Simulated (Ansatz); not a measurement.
Mulliken charges of C2H6BN, SMILES `[BH3-][N+]#CC` from ωB97M-V/def2-TZVPP in Ansatz (PBE0-D4/def2-TZVP geometry).

```
atom   x (Å)   y (Å)   z (Å)  charge (e)
  B1  -1.048   1.302  -1.230      -0.456
  N2  -0.270   0.338  -0.322       0.142
  C3   0.309  -0.380   0.352       0.012
  C4   1.042  -1.285   1.204      -0.213
  H5  -1.756   0.604  -1.921       0.026
  H6  -1.676   2.020  -0.483       0.026
  H7  -0.209   1.902  -1.866       0.026
  H8   2.079  -1.350   0.870       0.146
  H9   1.021  -0.925   2.234       0.146
 H10   0.591  -2.278   1.165       0.146
```

Problem. By hand: the dipole of these point charges (1 e Å = 4.8032 D).

Solution. Σ q r = (0.666, -0.824, 0.775) e Å, of length 1.313 e Å = 6.31 D.

Problem. How does the dipole of the full density compare? (Estimate.)

Solution. Ansatz gave: (0.801, -0.992, 0.933) e Å, 7.59 D; the point charges give 0.83 times that, at 0° from its direction.

Point charges leave out the atoms' own dipoles, such as those of lone pairs, and Mulliken's split depends on the basis, so the two needn't agree.
